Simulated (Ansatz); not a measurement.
Species: CHNS, SMILES `N=C=S` with one electron removed (charge 1, multiplicity 2).

Problem. Give a relaxed geometry from B3LYP-D3(BJ)/def2-TZVP (Ansatz, a first-principles code).

Solution. the end point of this relaxation (outside a Z-matrix the atoms follow the SMILES, hydrogens last).
Cartesian coordinates (Å) in one orientation:
```xyz
4

N     -0.731     0.016    -0.001
C      0.425    -0.010     0.001
S      2.048    -0.046     0.003
H     -1.741     0.039    -0.003
```
